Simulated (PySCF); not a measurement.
Species: cyclo-(H2SnNH)2.
Cartesian coordinates in Å at the PBE0-D3(BJ)/def2-SVP level; atoms count from 1:
```xyz
10
H6N2Sn2 angstrom
Sn     0.898   -0.453   -1.170
H      0.985    0.104   -2.792
H      2.027   -1.731   -0.902
N      0.854    1.051    0.226
Sn    -0.910    0.496    1.117
H     -0.785   -0.251    2.669
H     -2.106    1.728    1.131
N     -1.019   -0.765   -0.500
H      1.666    1.414    0.716
H     -1.484   -1.668   -0.491
```

Computed with PBE0-D3(BJ)/def2-SVP geometry optimisation, gas phase, def2 core potentials past Kr in PySCF.

Question: Which atoms are bound to Sn1, and at what distances?

Answer: 4 atoms: H2 1.717 Å, H3 1.726 Å, N4 2.053 Å, N8 2.055 Å. The nearest atom not counted as bound is H10, at 2.76 Å (others tie with it).

Question: List the angles at Sn1.

Answer: 
| angle | degrees | distance of the outer atoms (Å) |
| --- | --- | --- |
| H3–Sn1–N4 | 116.8 | 3.22 |
| H3–Sn1–N8 | 116.6 | 3.22 |
| H2–Sn1–N4 | 113.9 | 3.17 |
| H2–Sn1–N8 | 113.9 | 3.17 |
| H2–Sn1–H3 | 110.7 | 2.83 |
| N4–Sn1–N8 | 82.5 | 2.71 |

Question: Describe the arrangement about Sn1 in numbers.

Answer: Angles from 82.5° to 116.8°; τ4 = (360° − α − β)/141° = 0.90 with α and β the two widest (0 for a square, 1 for a tetrahedron). Differences among atoms that C2v makes equivalent are scatter left by the optimiser.

Question: What are the other bond lengths?

Answer: N4–H9, N8–H10 1.015 Å.

Question: Give some angles away from the centre.

Answer: Sn1–N4–Sn5 96.6°.

Question: What are the rotational constants (commonest isotopes, rigid rotor)?

Answer: A = 7127, B = 845.2, C = 776.5 MHz: a near-prolate asymmetric top.

Point group: C2v (tolerance 0.08 Å). Charge 0, singlet. No PBE0-D3(BJ)/def2-SVP frequencies stand behind this structure, so it isn't proved a minimum.

On one thread, AMD EPYC 9B45 (x86_64), no GPU, shared host with 96 logical CPUs at a one-minute load of 9.9, this took 51 s of wall time and 0.44 GiB of memory at its peak. That covers the optimisation of the geometry.

One conformer stands for the species.
